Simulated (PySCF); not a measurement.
C7H14Ge.
Z-matrix (Å and degrees, PBE0-D3(BJ)/def2-SVP geometry), rows numbered from 1:
```
C 
C   1  1.5403
C   2  1.5530  1   89.07
C   3  1.5110  2  114.33  1   -99.52
C   4  1.5489  3  117.92  2   -75.80
C   5  1.5458  4  102.31  3  -149.36
Ge  6  1.9785  5   87.91  4    23.28
C   1  1.5411  2   88.90  3   -16.04
H   1  1.1006  2  112.39  3    97.70
H   1  1.1003  2  117.37  3  -136.55
H   2  1.1013  1  117.74  3  -120.13
H   2  1.1007  1  112.14  3   113.37
H   3  1.1033  2  114.75  1   133.00
H   4  1.1056  3  110.13  2    50.84
H   5  1.1041  4  114.72  3    85.53
H   5  1.1040  4  108.63  3   -33.69
H   6  1.0983  5  116.43  4   146.93
H   6  1.1011  5  111.93  4   -87.20
H   7  1.5436  4  113.57  3    30.02
H   7  1.5432  4  120.93  3  -103.73
H   8  1.1004  1  112.21  2   -97.52
H   8  1.1021  1  117.65  2   135.93
```

Level of theory: TDDFT B3LYP/def2-SVPD, vertical, gas phase, core orbitals frozen in the response in PySCF. Relativistic effects, spin–orbit coupling among them, are left out although an element past zinc is present.

```tsv
state	λ (nm)	E (eV)	f	main configurations (H = HOMO, L = LUMO)
S1	196.6	6.31	0.040	H→L (83%), H-1→L (12%)
S2	189.8	6.53	0.014	H→L+1 (93%)
S3	185.8	6.67	0.039	H-1→L (82%), H→L (11%)
S4	179.8	6.90	0.092	H→L+2 (89%)
S5	177.6	6.98	0.048	H-1→L+1 (85%)
S6	176.8	7.01	0.027	H→L+3 (92%)
S7	170.6	7.27	0.027	H→L+4 (88%)
S8	168.6	7.35	0.029	H-1→L+2 (75%)
S9	165.1	7.51	0.034	H-2→L (48%), H-1→L+3 (32%)
S10	164.8	7.52	0.010	H-1→L+3 (39%), H-2→L (31%), H→L+5 (21%)
```

Triplets, Tamm–Dancoff:

```json
{"state": "T1", "E (eV)": "5.70", "λ (nm)": "217.6", "main configurations (H = HOMO, L = LUMO)": "H→L (88%)"}
{"state": "T2", "E (eV)": "6.17", "λ (nm)": "201.0", "main configurations (H = HOMO, L = LUMO)": "H-1→L (84%)"}
{"state": "T3", "E (eV)": "6.38", "λ (nm)": "194.4", "main configurations (H = HOMO, L = LUMO)": "H→L+1 (92%)"}
{"state": "T4", "E (eV)": "6.67", "λ (nm)": "186.0", "main configurations (H = HOMO, L = LUMO)": "H→L+2 (88%)"}
```

The lowest singlet lies at 6.31 eV (197 nm, vacuum ultraviolet) and is of moderate strength; its leading configuration is HOMO→LUMO (83%). The most intense listed level is S4 at 6.90 eV (180 nm, f = 0.092), 0.59 eV above S1. Löwdin shares by element: HOMO carbon 48% or more, germanium 20% (atoms not listed hold the other 31%); LUMO germanium 31%, hydrogen 20% or more, carbon 11% or more (atoms not listed hold the other 38%). Of the 10 states listed, 10 reach f = 0.01 and none stays under 0.0005. The listed states span 1.22 eV, and the widest gap between neighbours is 0.25 eV (S6 to S7). Orbital energies (eV): HOMO-3 -8.41, HOMO-2 -8.25, HOMO-1 -7.50, HOMO -7.06, LUMO 0.05, LUMO+1 0.32, LUMO+2 0.63. No computed singlet lies in the visible range (380 to 750 nm); the lowest, at 197 nm, stands 3.04 eV above its violet end (3.26 eV). All these states lie below the vertical ionisation energy of 8.95 eV (ΔSCF). The window holds the lowest 10 singlets.

One conformer stands for the species.
